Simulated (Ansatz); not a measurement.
```yaml
crystal:
  periodic: [false, false, false]
  atoms:
    - {symbol: Ga, position_ang: [0.096937, -2.981195, -0.078992]}
    - {symbol: Ga, position_ang: [0.151700, -0.170896, -3.149237]}
    - {symbol: Ga, position_ang: [-2.781961, -0.012814, -0.025074]}
    - {symbol: Ga, position_ang: [0.272030, 0.156282, 3.138389]}
    - {symbol: Ga, position_ang: [0.206544, 3.037362, 0.039059]}
    - {symbol: As, position_ang: [-1.238682, -1.411248, -1.420154]}
    - {symbol: As, position_ang: [1.303680, -1.653391, 1.569911]}
    - {symbol: As, position_ang: [1.439298, 1.531855, -1.531695]}
    - {symbol: As, position_ang: [-1.047671, 1.316597, 1.363126]}
    - {symbol: H, position_ang: [1.385241, -3.758154, -1.049861]}
    - {symbol: H, position_ang: [-0.901320, -4.054137, 0.703190]}
    - {symbol: H, position_ang: [1.451864, -1.044633, -3.720526]}
    - {symbol: H, position_ang: [-0.768196, 0.711412, -4.025168]}
    - {symbol: H, position_ang: [-3.523374, -1.032755, 0.873698]}
    - {symbol: H, position_ang: [-3.637287, 0.998611, -1.039327]}
    - {symbol: H, position_ang: [-0.841546, -0.682683, 3.865411]}
    - {symbol: H, position_ang: [1.232058, 1.077517, 3.645442]}
    - {symbol: H, position_ang: [-0.607779, 4.001274, -0.684912]}
    - {symbol: H, position_ang: [1.354241, 3.649971, 1.036388]}
    - {symbol: H, position_ang: [-1.963387, -2.195955, -2.159379]}
    - {symbol: H, position_ang: [2.302878, -2.363088, 2.527023]}
    - {symbol: H, position_ang: [2.633313, -0.880921, 0.691568]}
    - {symbol: H, position_ang: [2.313461, 2.603783, -2.397919]}
    - {symbol: H, position_ang: [2.441693, 0.723805, -0.778084]}
    - {symbol: H, position_ang: [-2.160395, 2.111392, 2.137940]}
basis:
  gaussian: {orbitals: def2-TZVP, fitting: {mean_field: def2-universal-jkfit}, point_charges: [{charge: 2.00, position_ang: [7.618, 0.247, -0.433]}]}
total_charge: -2
magnetization: {spin_polarized: true, initial_magnetization: 1}
hamiltonian: {xc: {name: PBE0}, dispersion: d3bj}
scf: {omitted_lower_state_checks: [starts]}
output: {forces: true}
```

```sh
$ ansatz run in.yaml --threads 2 --pin off --events-out ev --progress --plain --max-ram 32768MiB --backend cuda --devices 0, --max-vram 18GiB
```

Output, abridged:

```
Functional definition: PBE0
2682 factors; integrals over basis functions are off by at most 8.1e-1 eV
mean field evaluation 1: about -505454.2163 eV, gradient 4.9e1 eV
mean field evaluation 2: about -505446.2115 eV, gradient 7.0e1 eV
mean field evaluation 4: about -505461.3268 eV, gradient 3.2e0 eV
mean field evaluation 8: about -505461.3860 eV, gradient 2.8e-1 eV
mean field evaluation 16: about -505461.3897 eV, gradient 2.0e-3 eV
mean field -505461.38971025 eV, -18575.3634578164 hartree, gradient 1.6e-5 eV, S^2 0.753514; 0 other end points of the search recorded, 0 dependent functions left out
reference -505461.38977357 eV, -18575.3634601434 hartree; 153, 152 occupied and 375, 376 virtual orbitals, 2682 factors
Total energy: -505462.50307671 eV, -18575.4043732791 hartree
Atom 0 at     0.096937    -2.981195    -0.078992 Å, force     0.600106    -1.749720    -0.227270 eV/Å
Atom 1 at     0.151700    -0.170896    -3.149237 Å, force     0.946128    -0.430404     0.855513 eV/Å
Atom 2 at    -2.781961    -0.012814    -0.025074 Å, force     0.336996     0.900373    -0.622050 eV/Å
Atom 3 at     0.272030     0.156282     3.138389 Å, force    -2.091744    -2.460400    -1.850460 eV/Å
Atom 4 at     0.206544     3.037362     0.039059 Å, force     1.372675    -1.340384     1.760466 eV/Å
Atom 5 at    -1.238682    -1.411248    -1.420154 Å, force     4.219700     4.403157     3.440863 eV/Å
Atom 6 at     1.303680    -1.653391     1.569911 Å, force     0.421923     1.111007     0.892661 eV/Å
Atom 7 at     1.439298     1.531855    -1.531695 Å, force    -0.999954     1.128221    -1.652600 eV/Å
Atom 8 at    -1.047671     1.316597     1.363126 Å, force    -1.088171     0.277759    -0.262814 eV/Å
Atom 9 at     1.385241    -3.758154    -1.049861 Å, force    -1.096920     0.646726     0.733895 eV/Å
Atom 10 at    -0.901320    -4.054137     0.703190 Å, force     0.429080     0.449491    -0.532934 eV/Å
Atom 11 at     1.451864    -1.044633    -3.720526 Å, force    -0.744343     0.416145     0.154744 eV/Å
Atom 12 at    -0.768196     0.711412    -4.025168 Å, force    -0.143706     0.199577    -0.388057 eV/Å
Atom 13 at    -3.523374    -1.032755     0.873698 Å, force    -0.270951    -0.194587     0.308368 eV/Å
Atom 14 at    -3.637287     0.998611    -1.039327 Å, force     0.499590    -0.507827     0.624350 eV/Å
Atom 15 at    -0.841546    -0.682683     3.865411 Å, force     0.059436     0.132807     0.399274 eV/Å
Atom 16 at     1.232058     1.077517     3.645442 Å, force     1.999300     1.683434     1.165879 eV/Å
Atom 17 at    -0.607779     4.001274    -0.684912 Å, force    -1.206192     1.353441    -1.147610 eV/Å
Atom 18 at     1.354241     3.649971     1.036388 Å, force    -0.211131    -0.119409    -0.294575 eV/Å
Atom 19 at    -1.963387    -2.195955    -2.159379 Å, force    -3.670755    -4.003112    -3.741451 eV/Å
Atom 20 at     2.302878    -2.363088     2.527023 Å, force    -0.459575    -0.032548    -0.585171 eV/Å
Atom 21 at     2.633313    -0.880921     0.691568 Å, force     0.668199     0.229558    -0.202699 eV/Å
Atom 22 at     2.313461     2.603783    -2.397919 Å, force    -0.527598    -1.170403     0.794995 eV/Å
Atom 23 at     2.441693     0.723805    -0.778084 Å, force     1.378784    -0.566152     0.631321 eV/Å
Atom 24 at    -2.160395     2.111392     2.137940 Å, force     0.763356    -0.250607    -0.352094 eV/Å
Dipole moment:    -1.901427     0.397978    -0.150054 e Å
Checks for a lower state left out: starts
```

Hardware: 2 threads of AMD EPYC 7R13 on a shared host and a share (18 GiB) of an NVIDIA H100 80GB HBM3. Wall time 12 s, peak host memory 2.2 GiB.

A multiply charged anion in the gas phase is held together partly by the finite basis. The highest occupied level of an anion often lies above zero with these methods, and sets without diffuse functions describe the outer electron poorly.

The dipole of an ion depends on the origin.
